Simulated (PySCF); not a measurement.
# Dipole response of Re²⁺ (rhenium, charge +2)

[Xe] 4f14 5d5, high-spin 6S determinant. Calculation: PySCF 2.14, in aug-cc-pVTZ-PP with ECP60MDF (6s6p5d3f2g, 88 functions); scalar relativity through the core potential. Coupled (time-dependent) response in atomic units; α is the mean over directions.

| method | mean α (bohr³) | C₆ (like pair) | S(−4) |
| --- | --- | --- | --- |
| wB97X-V | 11.97 | 73.58 | 50.06 |
| revPBE | 12.39 | 76.61 | 54.57 |

S(−4) is the Cauchy moment in α(ω) = α(0) + S(−4) ω² + …

α(iu) at revPBE:

```
u (hartree)  α(iu) (bohr³)
          0          12.39
     0.0500          12.25
      0.100          11.88
      0.200          10.71
      0.300          9.410
      0.500          7.276
      0.750          5.479
       1.00          4.276
       1.50          2.803
       2.00          1.965
       3.00          1.101
       5.00         0.4737
```

A single London oscillator, α(iu) = α/(1 + u²/ω²), gives C₆ = (3/4) ω α². Matching the computed C₆ needs ω = 4 × 76.61 / (3 × 12.39²) = 0.665 hartree.

For an ion, C₆ is the dispersion term alone; charge-induced terms of lower order in 1/R come first.

Energies and moments cover only the electrons outside the core potential. Spin-orbit coupling, which splits the p, d and f shells strongly at this Z, is absent.
